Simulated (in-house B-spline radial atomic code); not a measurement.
Values are calculated unless marked as measured or tabulated.
**Extrapolating the RPA correlation energy in partial waves: the potassium ion K⁴⁺**

All-electron RPA on r2SCAN orbitals from a B-spline radial code for spherical atoms, scalar-relativistic (spin-free one-electron X2C), finite nucleus, configuration [Ne] 3s2 3p3, highest spin. With empty states up to angular momentum L the sums are:

| L | E_c(L) (hartree) |
| --- | --- |
| 3 | -0.824840 |
| 4 | -0.877964 |
| 5 | -0.898823 |
| 6 | -0.908630 |
| 7 | -0.913829 |
| 8 | -0.916830 |
| 9 | -0.918673 |

For large l each further wave adds A/(l + 1/2)⁴, because the basis must build the cusp where two electrons meet.

Problem. Estimate the limit from L = 8 and L = 9.

Solution. Wave 9 adds -0.001843, against a sum of (l + 1/2)⁻⁴ of 1.22774e-04, so A = -15.011. The sum over l > 9 is ζ(4, 10.5) = 3.3168e-04, close to 1/(3 × 10³) = 3.3333e-04. The tail is -0.004979 and the limit -0.92365 hartree.

Problem. How good is the estimate?

Solution. A run to L = 11 sums to -0.92065 and extrapolates to -0.92331 hartree, 0.14 millihartree from the run before. The estimate differs from that by -0.34 millihartree, while the bare sum at L = 9 misses 4.6 millihartree (0.5 %).
